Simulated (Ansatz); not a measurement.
C3H10MoN2O2, SMILES `C[N]=[Mo](=[O])([OH])[N](C)C`. Charge 0, multiplicity 1. Correlated methods include outer-core shells of Mo, which these sets cover unevenly. Mo takes the def2 core potential.

Z-matrix (Å, degrees):
```
Mo
C 1 2.910
N 1 1.732 2 129.9
O 1 1.909 2 105.3 3 128.8
O 1 1.692 2 89.5 3 -119.0
N 1 1.926 2 25.9 3 21.9
H 2 1.098 1 124.1 3 -100.2
H 2 1.092 1 75.7 3 157.5
H 2 1.098 1 124.2 3 55.7
C 3 1.420 1 151.2 2 -112.6
H 4 0.961 1 118.2 2 64.0
C 6 1.442 1 128.1 2 -177.1
H 10 1.095 3 110.1 1 -116.7
H 10 1.096 3 109.8 1 125.2
H 10 1.096 3 112.2 1 4.6
H 12 1.099 6 110.8 1 119.8
H 12 1.098 6 110.8 1 -120.8
H 12 1.088 6 110.4 1 -0.8
```

Give the diagnostics of a CCSD(T)/def2-TZVPP run (frozen core, Ansatz). (Estimate.)

The calculation gave: T1 = 0.0206, largest single amplitude 0.040, largest double 0.028, (T) share of the correlation energy 5.3 %, 15 CCSD cycles. The RHF solution is unstable towards an unrestricted one. T1 lies over the customary mark of 0.02 for closed shells; compounds of d metals often pass it without a breakdown.
